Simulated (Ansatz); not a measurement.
Reaction (ligand exchange at the Hf–C bond): `[CH3][Hf]([CH3])([OH])[OH]` + HBr → `[CH3][Hf]([OH])([OH])[Br]` + CH₄

Computed with Ansatz on PBE0-D4/def2-TZVP structures; ΔE is electronic, products minus reactants. CCSD(T)/CBS is the MP2 limit (def2-TZVPP, def2-QZVPP) plus CCSD(T) − MP2 in def2-TZVPP, frozen cores. This one scheme is used for every species. Functionals use def2-TZVPP. HSE06 is defined as in plane-wave codes. def2 core potentials past Kr. For Br, Hf outer-core shells are correlated without core-valence functions, which leaves a few kJ/mol of doubt a bond. Scalar relativity is left out up to krypton. One conformer a species, not always the lowest.

`[CH3][Hf]([CH3])([OH])[OH]`:

```xyz
13

C    -0.865   -1.729   -0.248
Hf   -0.316    0.428   -0.107
C     1.809    0.453    0.567
O    -0.393    1.181   -1.872
O    -1.389    1.229    1.269
H    -0.744   -2.226    0.722
H    -1.900   -1.892   -0.568
H    -0.219   -2.250   -0.966
H     1.917   -0.052    1.535
H     2.451   -0.073   -0.150
H     2.214    1.464    0.683
H    -0.580    1.701   -2.647
H    -1.984    1.767    1.782
```

HBr:

```xyz
2

Br   -0.530    0.362   -0.304
H     0.530   -0.362    0.304
```

`[CH3][Hf]([OH])([OH])[Br]`:

Cartesian coordinates in Å:
```
C 0.000 1.501 -0.470
Hf 0.225 -0.515 0.409
O -1.510 -0.958 1.063
O 0.808 -1.615 -1.034
Br 1.947 -0.342 2.259
H -0.327 2.223 0.287
H 0.953 1.857 -0.879
H -0.735 1.517 -1.282
H -2.331 -1.366 1.317
H 0.971 -2.302 -1.671
```

CH₄:

Cartesian coordinates in Å:
```
C 0.000 0.000 0.000
H 0.346 1.025 0.131
H -1.031 0.007 -0.353
H 0.054 -0.526 0.953
H 0.630 -0.506 -0.731
```

```csv
level,ΔE (kJ/mol)
HSE06-D4,-225.1
BHLYP-D4,-234.7
RPA@PBE/def2-TZVPP,-217.6
SCS-MP2/def2-TZVPP,-229.8
```

(1) What does CCSD(T)/CBS give? (Best estimate.)

(2) What do rigid-rotor, harmonic-oscillator terms from PBE0-D4/def2-TZVP frequencies (298.15 K, 1 bar) make of the CCSD(T)/CBS value? (Best estimate.)

Largest T1 diagnostic among the species: 0.014.

Answers

(1) Ansatz gave: -224.8 kJ/mol. The listed levels differ from it by -0.3, -9.9, 7.2, -5.0 kJ/mol.

(2) Computed: ΔZPE = +15.0 kJ/mol, ΔH = -211.2 kJ/mol, ΔS = -15 J/(mol·K), ΔG = -206.6 kJ/mol.

From PBE to PBE0 (25 % exact exchange), in def2-TZVPP and without D4, ΔE moves by −6.6 kJ/mol. Leaving LDA and LC-ωPBE aside and taking each functional with its dispersion term where it has one, the values, not all of them listed here, spread over 17.9 kJ/mol, from BHLYP-D4 to revPBE-D4. At CCSD(T), def2-SVP lies −5.8 kJ/mol from the extrapolated value and def2-TZVPP +0.1 kJ/mol.
